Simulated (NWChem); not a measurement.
System: CH7BN2O; SMILES B(O)(NC)N

```xyz
12

C     -0.0130     1.9928    -0.0361
N     -0.6764     0.7113     0.0305
B     -0.0211    -0.5681     0.0178
N      1.4028    -0.6760    -0.0138
O     -0.7470    -1.7581    -0.0094
H     -0.6369     2.7540    -0.5527
H      0.9221     1.8976    -0.6263
H      0.2663     2.4205     0.9589
H     -1.6637     0.7583     0.2832
H      1.8429    -1.5935    -0.0471
H      2.0260     0.0662     0.2939
H     -1.6814    -1.6029    -0.2234
```
Atoms are numbered in this order, from 1.

Results from NWChem. Pople sets run with spherical d functions. Medium grid unless said otherwise, to which SCAN and Minnesota functionals are sensitive. Coordinates come from a PBE-D3(BJ)/def2-SVP optimisation. Hybrids' shares of exact exchange are those that their runs print; pure functionals count as 0. The functionals differ in more than this share.

```
row               share of exact exchange  orbital gap (eV)
----------------  -----------------------  ----------------
PBE/6-31G*                           0.00              5.94
r2SCAN/6-31G*                        0.00              6.98
B3LYP/6-31G*                         0.20              7.78
MN15/6-31G*                          0.44             10.15
BHandHLYP/6-31G*                     0.50             10.69
M05-2X/6-31G*                        0.56          withheld
```

Task: Fit a straight line of the last column on the one before it, predict the withheld value, and compare with the run.

Result: 
1. Means of the 5 shown rows: x = 0.228, y = 8.308. Slope Σ(x − x̄)(y − ȳ)/Σ(x − x̄)² = 1.896/0.2237 = 8.476; intercept 6.375.
2. The shown rows scatter about the line by 0.360 (root mean square); the largest residual is +0.61, at r2SCAN/6-31G*.
3. At x = 0.56 (M05-2X/6-31G*; beyond the shown range) the line gives 11.12.
4. The run gives 11.05, -0.07 from the line, 0.2 times the scatter.
